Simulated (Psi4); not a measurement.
Pair of molecules, SMILES N with SMILES S (the first has 4 atoms); geometry from B3LYP-D3(BJ)/def2-TZVP, rigid monomers moved along the line of their centres of mass till N1···H7 is 2.47 Å.
(charge 0, multiplicity 1):
```xyz
7

N      0.006     0.164     0.325
H     -0.777    -0.461     0.170
H     -0.193     1.032    -0.159
H      0.821    -0.253    -0.111
S      0.724     0.870     4.022
H     -0.247     0.060     4.471
H      0.446     0.600     2.720
```

Computed with Psi4 1.11 with SAPT0/jun-cc-pV(D+d)Z.

Task: Which attractive term is largest, and how does the interaction split up?

Result: electrostatics -4.38, exchange 3.46, induction -1.27, dispersion -0.98, total -3.17 kcal/mol; the largest attraction is electrostatics.
